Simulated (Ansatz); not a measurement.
`NB([SiH3])C[SiH3]` → `CB(N)[SiH3]` + `[SiH2]`  (silylene formation by 1,1-elimination)

Calculated with Ansatz (gas phase, PBE0-D4/def2-TZVP geometries, no zero-point term in ΔE). CCSD(T)/CBS adds triple-zeta CCSD(T) − MP2 to the extrapolated MP2 energy (def2 sets, frozen cores). This one scheme is used for every species. DFT in def2-TZVPP. B3LYP here is the variant with VWN-RPA as its local correlation; programs differ in this. One conformer a species, not always the lowest.

(1) Is it downhill or uphill in electronic energy at CCSD(T)/CBS, and by how much? (An estimate is asked.)

(2) What do these levels give: B3LYP-D4, ωB97M-V, HF/def2-TZVPP, SCS-MP2/def2-TZVPP, MP2/CBS(def2), CCSD/CBS(def2)? (Estimate.)

Largest T1 diagnostic among the species: 0.014.

## Answers

(1) Ansatz gave: Uphill: ΔE = +58.0 kcal/mol.

(2) Ansatz gave: B3LYP-D4 56.6, ωB97M-V 56.9, HF/def2-TZVPP 51.9, SCS-MP2/def2-TZVPP 58.3, MP2/CBS(def2) 63.0, CCSD/CBS(def2) 56.6 kcal/mol.

From PBE to PBE0 (25 % exact exchange), in def2-TZVPP and without D4, ΔE moves by +2.3 kcal/mol. The D4 term adds +4.1 kcal/mol with B3LYP and +2.3 kcal/mol with PBE0; it sums over pairs of atoms, weighted by their polarisabilities, and B3LYP, whose exchange is more repulsive, gets the larger term.
